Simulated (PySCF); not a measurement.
## A search over the determinants of KB⁺

Unrestricted PBE0; basis K x2c-SVPall, B x2c-SVPall; spin-free X2C with a Gaussian nucleus; PySCF 2.14. Outer shells of the fragments: K+ closed shells only; B 2s2 2p1.

Followed along the bond (rough minima from three points):

```json
{"2Ms+1": "2", "unpaired": "σ ↑", "⟨S²⟩ at the start": "0.75", "R at minimum (Å)": "3.41", "Te (eV)": "0.00"}
{"2Ms+1": "2", "unpaired": "π ↑", "⟨S²⟩ at the start": "0.76", "R at minimum (Å)": "3.55", "Te (eV)": "0.31"}
{"2Ms+1": "4", "unpaired": "σ ↑↑, π ↑", "⟨S²⟩ at the start": "3.75", "R at minimum (Å)": "3.64", "Te (eV)": "3.23"}
```

Solutions found at the starting distance of 2.860 Å, counted from the lowest of them; the search is not exhaustive and high or unbound solutions are not listed, so other states can lie among these:

| 2Ms+1 | unpaired | term | E (eV) | ⟨S²⟩ | ⟨Lz²⟩ | μ (D) |
| --- | --- | --- | --- | --- | --- | --- |
| 2 | σ ↑ | ²Σ⁺ | 0.00 | 0.75 | 0.00 | -1.71 |
| 2 | π ↑ | ²Π | 0.25 | 0.76 | 1.00 | -1.68 |
| 4 | σ ↑↑, π ↑ | ⁴Π | 3.26 | 3.75 | 1.00 | -2.40 |
| 4 | σ ↑, π ↑↑ | ⁴Σ⁻ | 3.47 | 3.75 | 0.00 | -2.01 |
| 2 | σ ↑↑, π ↓ | mixed | 5.09 | 1.75 | 1.00 | -2.31 |
| 2 | σ ↑, π ↑↓ | mixed | 5.29 | 1.75 | 2.01 | -1.84 |
| 4 | σ ↑↑↑ | ⁴Σ⁺ | 9.27 | 3.75 | 0.00 | 7.79 |

A term symbol is given only where ⟨S²⟩ and ⟨Lz²⟩ are close to those of a pure state; real π, δ and φ orbitals otherwise mix terms. A positive dipole points towards B; it is taken about the centre of mass and depends on that origin.

Compare the gap between the two lowest followed solutions at the starting distance with the gap between their minima.

At PBE0 the second solution (doublet, unpaired electrons π ↑) lies +0.25 eV from the first (doublet, unpaired electrons σ ↑) at 2.860 Å and +0.31 eV at the minima; the two curves relax by different amounts, since their minima lie near 3.55 and 3.41 Å.

Counting both spins, an empty level lies below a filled one in some of these solutions, because spin and occupation are held.
